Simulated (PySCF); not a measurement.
# Nuclear quadrupole coupling in `CCO[C@@H]1C[C@@H](C#N)[SiH2][SiH2]1`

Species: C₆H₁₃NOSi₂.
Atom-mapped SMILES: `[CH3:1][CH2:2][O:3][C@@H:4]1[CH2:5][C@@H:6]([C:7]#[N:8])[SiH2:9][SiH2:10]1` (hydrogens: H11, H12, H13 on C1; H14, H15 on C2; H16 on C4; H17, H18 on C5; H19 on C6; H20, H21 on Si9; H22, H23 on Si10)

Geometry (GFN2-xTB, Å), atoms numbered from 1 in this order:
```
atom  x, y, z in Å
C1     3.003    0.431    1.245
C2     2.137    0.383   -0.004
O3     1.043   -0.472    0.244
C4     0.190   -0.730   -0.862
C5    -0.711    0.464   -1.198
C6    -1.527    0.878    0.035
C7    -2.461    1.902   -0.297
N8    -3.227    2.707   -0.578
Si9   -2.404   -0.687    0.782
Si10  -0.901   -2.164   -0.183
H11    3.378   -0.562    1.477
H12    3.841    1.104    1.087
H13    2.414    0.785    2.088
H14    1.790    1.397   -0.254
H15    2.716    0.004   -0.861
H16    0.795   -0.983   -1.745
H17   -0.117    1.312   -1.554
H18   -1.381    0.174   -2.013
H19   -0.843    1.277    0.791
H20   -3.787   -0.712    0.292
H21   -2.466   -0.506    2.236
H22   -1.420   -2.945   -1.315
H23   -0.067   -3.031    0.645
```

Field gradients from the PBE0/pcSseg-1 density (PySCF, non-relativistic), principal values in atomic units, ordered |Vxx| ≤ |Vyy| ≤ |Vzz|:

| atom | Vxx | Vyy | Vzz |
| --- | --- | --- | --- |
| O3 | -0.0541 | -1.9421 | 1.9962 |
| N8 | 0.4087 | 0.5179 | -0.9266 |

Question: Find the asymmetry η = (Vxx − Vyy)/Vzz and the couplings χ = eQV/h (234.96 MHz × Q in barn × V in au), with Q(17O) = −0.0256 b, Q(14N) = 0.02044 b.

Answer: 
```csv
atom,environment,nucleus,η,χzz (MHz),χxx (MHz),χyy (MHz)
O3,ether oxygen,17O,0.95,-12.01,0.33,11.68
N8,nitrile nitrogen,14N,0.12,-4.450,1.963,2.487
```

At O3 η is above 0.9: Vyy and Vzz are nearly equal in size and opposite in sign, so a small change could swap them and flip the sign of χzz. The tensor is traceless: Vxx + Vyy + Vzz = 0.

Question: What is Vzz at O3 in SI units (1 au = 9.71736 × 10²¹ V/m²)?

Answer: 1.9962 au = 19.397 × 10²¹ V/m².

Were the hydrogens deuterons (Q(2H) = 0.00286 b), χzz would run from 107 kHz (H22 and H20) to 213 kHz (H12 and H11).

Geometry: GFN2-xTB, one conformer, isolated molecule. GFN2-xTB bond lengths can be off by several hundredths of an ångström, more for odd bonds, and the gradients follow them. With so small a basis the couplings can be 20 % off.
